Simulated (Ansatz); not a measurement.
The cluster Mg4H8. Charge 0, multiplicity 1. Geometry r2SCAN-D4/def2-SVP.

```xyz
12

Mg   -2.121    0.517    0.074
Mg    1.839   -0.247    1.153
Mg   -0.118   -1.559   -0.676
Mg    0.530    1.162   -1.126
H     2.098    1.124   -0.234
H     0.466   -0.447   -2.028
H    -0.115    0.109    0.496
H    -3.401    0.989    1.100
H     2.533   -0.151    2.711
H     1.367   -1.942    0.274
H    -1.174    1.754   -1.126
H    -1.904   -1.310   -0.619
```

LC-ωPBE has ω = 0.4 bohr⁻¹. The structure comes from a short search, and lower isomers may exist.

Task: Estimate the orbital energies around the gap (eV) in Ansatz with HF/6-31G, PBE-D4/def2-SVP, PBE-D4/def2-TZVPD, r2SCAN-D4/def2-TZVP, LC-ωPBE/def2-TZVP.

Result: 
```csv
orbital,HF/6-31G,PBE-D4/def2-SVP,PBE-D4/def2-TZVPD,r2SCAN-D4/def2-TZVP,LC-ωPBE/def2-TZVP
HOMO−9,-62.59,-47.01,-46.51,-47.97,-52.44
HOMO−8,-62.59,-47.00,-46.51,-47.97,-52.43
HOMO−7,-16.88,-11.09,-10.97,-11.37,-16.07
HOMO−6,-13.34,-8.61,-8.53,-8.83,-12.94
HOMO−5,-12.79,-8.25,-8.20,-8.50,-12.42
HOMO−4,-12.38,-7.85,-7.81,-8.15,-11.94
HOMO−3,-11.78,-7.40,-7.35,-7.69,-11.39
HOMO−2,-11.13,-6.89,-6.87,-7.18,-10.74
HOMO−1,-9.92,-5.86,-5.86,-6.06,-9.75
HOMO,-9.91,-5.85,-5.84,-6.05,-9.74
LUMO,0.49,-2.36,-2.32,-1.89,0.11
LUMO+1,0.64,-2.18,-2.16,-1.68,0.25
LUMO+2,1.84,-0.69,-0.83,-0.33,1.62
LUMO+3,1.93,-0.67,-0.80,-0.28,1.67
LUMO+4,2.12,-0.59,-0.73,-0.26,1.68
LUMO+5,2.70,-0.38,-0.66,0.06,1.90
```
